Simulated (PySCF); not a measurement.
Geometry:
| atom | x (Å) | y (Å) | z (Å) |
| --- | --- | --- | --- |
| Cl1 | -1.719 | -1.782 | 0.011 |
| C2 | -1.572 | -0.022 | 0.332 |
| Si3 | 0.017 | 0.633 | -0.468 |
| C4 | 1.482 | -0.366 | 0.184 |
| Cl5 | 2.992 | 0.238 | -0.566 |
| H6 | -1.570 | 0.120 | 1.423 |
| H7 | -2.470 | 0.470 | -0.069 |
| H8 | 0.185 | 2.072 | -0.104 |
| H9 | -0.072 | 0.483 | -1.947 |
| H10 | 1.585 | -0.277 | 1.275 |
| H11 | 1.373 | -1.431 | -0.062 |

Geometry: PBE0-D3(BJ)/def2-SVP; GIAO absolute shieldings from PySCF, gas phase, non-relativistic, averaged over equivalent atoms.

At PBE0/def2-SVP (112 basis functions, 6.3 s wall time on 1 thread of an Intel Xeon 6975P-C, shared host):
| atoms | σ (ppm) |
| --- | --- |
| Cl1/Cl5 | 964.3 |
| C2/C4 | 167.9 |
| Si3 | 446.2 |
| H8/H9 | 27.19 |
| H6/H7/H10/H11 | 28.71 |

Q: Estimate the result of repeating the calculation with CAM-B3LYP/pcSseg-2.

A: 
```json
{"atoms": "Cl1/Cl5", "σ at CAM-B3LYP/pcSseg-2": "914.7", "change": "-49.6"}
{"atoms": "C2/C4", "σ at CAM-B3LYP/pcSseg-2": "154.1", "change": "-13.8"}
{"atoms": "Si3", "σ at CAM-B3LYP/pcSseg-2": "364.5", "change": "-81.7"}
{"atoms": "H8/H9", "σ at CAM-B3LYP/pcSseg-2": "27.13", "change": "-0.06"}
{"atoms": "H6/H7/H10/H11", "σ at CAM-B3LYP/pcSseg-2": "28.39", "change": "-0.32"}
```

The largest change is at Si3 (silicon bonded to 2 C, 2 H). Cost: 285 basis functions, 34 s wall time on 1 thread of an Intel Xeon 6975P-C, shared host.

Carbons that carry Cl, above all several Cl atoms, come out too deshielded, partly because spin–orbit coupling is missing.
